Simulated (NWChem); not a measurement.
System: InCl anion, doublet; SMILES of the neutral closed-shell parent [Cl][In]

Here is an NWChem input.

```
start job
memory heap 200 mb stack 700 mb global 900 mb
charge -1
geometry units angstroms
  In    -0.374123    -0.356277    -0.363267
  Cl     1.211634     1.153839     1.176476
end
basis spherical
  * library def2-svpd
end
ecp
  In library def2-ecp
end
dft
  odft
  mult 2
  xc b3lyp
  iterations 150
end
driver
  maxiter 120
end
task dft optimize
dft
  grid fine
  convergence energy 1d-8 density 1d-7
end
task dft freq numerical
```

The state is orbitally degenerate and is run as one real component. This spin state was assumed; another may lie lower. The highest occupied level is positive, so the extra electron may be held by the finite basis. def2 effective core potentials on In; no spin-orbit coupling.

The level has its own optimisation; frequencies are unscaled.

Problem. Give the results of this calculation. (B3LYP/def2-SVPD with def2 effective core potentials on In, spin-unrestricted.) Quantities: r Cl–In (Å); highest harmonic frequency (cm⁻¹); zero-point energy (kcal/mol).

Solution. 
```yaml
r Cl–In (Å): 2.757
highest harmonic frequency (cm⁻¹): 168
zero-point energy (kcal/mol): 0.2
```
